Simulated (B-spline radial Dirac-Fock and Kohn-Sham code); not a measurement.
## Pt³⁺ 4f5/2: cross section and angular parameters

System: the Pt³⁺ ion, configuration 1s2 2s2 2p6 3s2 3p6 3d10 4s2 4p6 4d10 4f14 5s2 5p6 5d7; threshold 123.1 eV (orbital energy of the model). Level of theory: Dirac-Hartree-Slater photoionisation with a Latter tail; cross sections with all multipoles, angular parameters from the dipole term and its interference with E2; a radial atomic solver.

Input of the calculation (task.json; shells as n, l, electrons):

```json
{"items": [{
  "Z": 78,
  "q": 3,
  "cfg": [[1, 0, 2], [2, 0, 2], [2, 1, 6], [3, 0, 2], [3, 1, 6], [3, 2, 10], [4, 0, 2], [4, 1, 6], [4, 2, 10], [4, 3, 14], [5, 0, 2], [5, 1, 6], [5, 2, 7]],
  "A": 195,
  "rrms": 5.427,
  "do": "xps",
  "hv": [50.7, 59.0, 60, 111.0, 131.0, 143.0, 150, 160.0, 174.0, 176.0, 200, 276.0, 400, 483.0, 511.0, 581.0, 600, 979.0, 1240.0, 1253.6, 1510.0, 1570.0, 2740.0, 2860.0, 4400.0, 5414.7, 8047.8, 10100.0, 12600.0, 13100.0]
}]}
```

Run with: `python xray2_run.py task.json out`

| hν (eV) | σ (kb) | β | γ | δ |
| --- | --- | --- | --- | --- |
| 143 | 466 | 1.722 | 0.025 | 0.002 |
| 150 | 598 | 1.436 | 0.021 | 0.004 |
| 160 | 821 | 1.072 | 0.014 | 0.005 |
| 174 | 1150 | 0.718 | 0.007 | 0.007 |
| 176 | 1200 | 0.680 | 0.006 | 0.007 |
| 200 | 1680 | 0.402 | -0.001 | 0.009 |
| 276 | 2360 | 0.294 | -0.006 | 0.015 |
| 400 | 1910 | 0.470 | -0.005 | 0.022 |
| 483 | 1480 | 0.585 | 0.000 | 0.027 |
| 511 | 1340 | 0.619 | 0.002 | 0.029 |
| 581 | 1060 | 0.694 | 0.009 | 0.033 |
| 600 | 994 | 0.712 | 0.011 | 0.034 |
| 979 | ? | ? | ? | ? |
| 1240 | 160 | 1.012 | 0.152 | 0.070 |
| 1253.6 | 155 | 1.015 | 0.156 | 0.071 |
| 1510 | 88.6 | 1.048 | 0.233 | 0.084 |
| 1570 | 78.5 | 1.053 | 0.252 | 0.087 |
| 2740 | 12.3 | 1.044 | 0.597 | 0.142 |
| 2860 | 10.5 | 1.037 | 0.629 | 0.148 |
| 4400 | 2.14 | 0.945 | 0.962 | 0.216 |
| 5414.7 | 0.959 | 0.886 | 1.126 | 0.259 |
| 8047.8 | 0.193 | 0.765 | 1.432 | 0.367 |
| 10100 | 0.0745 | 0.694 | 1.599 | 0.447 |
| 12600 | 0.0288 | 0.625 | 1.747 | 0.538 |
| 13100 | 0.0243 | 0.613 | 1.771 | 0.555 |

Question: Give the values at 979 eV.

Answer: σ = 311 kb, β = 0.942, γ = 0.081, δ = 0.056.
